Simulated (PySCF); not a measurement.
# Solvent effects on NMR parameters

Structure with atom numbers: `[F:1]/[CH:2]=[CH:3]/[O:4]/[CH:5]=[C:6](\[F:7])[O:8][CH:9]([F:10])[F:11]`. Each H is labelled by its parent atom.

GIAO PBE0/pcSseg-1 in PySCF on one PBE0-D3(BJ)/def2-SVP conformer, non-relativistic, equivalent nuclei averaged. Solvents enter as an IEF-PCM continuum (chloroform with ε = 4.7) around the gas-phase geometry. Shifts are referred to CFCl3, TMS computed in the same medium.

Gas phase, δ in ppm: F10/F11 -101.3, F7 -115.5, F1 -182.9, C6 151.8, C2 149.3, C3 142.9, C5 124.1, C9 118.1, H(C2) 7.27, H(C3) 6.75, H(C9) 6.11, H(C5) 5.77. Dipole moment 0.51 D.

Question: How does each δ change in the continuum?

Answer: 
```csv
atoms,environment,"Δδ, chloroform"
F10/F11,fluorine of a CF2 group,-1.7
F7,vinylic fluorine,-1.6
F1,vinylic fluorine,-4.0
C6,alkene carbon bearing oxygen,+0.2
C2,β carbon of an enol-ether or enamine type C=C,+0.7
C3,alkene carbon bearing oxygen,+1.9
C5,alkene carbon bearing oxygen,+1.5
C9,sp3 CH bonded to 2 F and O,+1.0
H(C2),hydrogen on a β carbon of an enol-ether or enamine type C=C,+0.15
H(C3),hydrogen on an alkene carbon bearing oxygen,+0.31
H(C9),hydrogen on an sp3 CH bonded to 2 F and O,+0.21
H(C5),hydrogen on an alkene carbon bearing oxygen,+0.35
```

Changes are relative to the gas phase. The dipole moment becomes 0.57 D in chloroform.

Question: Which of the listed nuclei move most (in ppm), and what does the model miss? (N and O are left out, as their reference compounds move with the solvent too.)

Answer: F1 (vinylic fluorine, -4.0 ppm) in chloroform. A continuum only polarises the solute; specific hydrogen bonds, the anisotropy of aromatic solvents and changes of geometry or conformer are outside it.
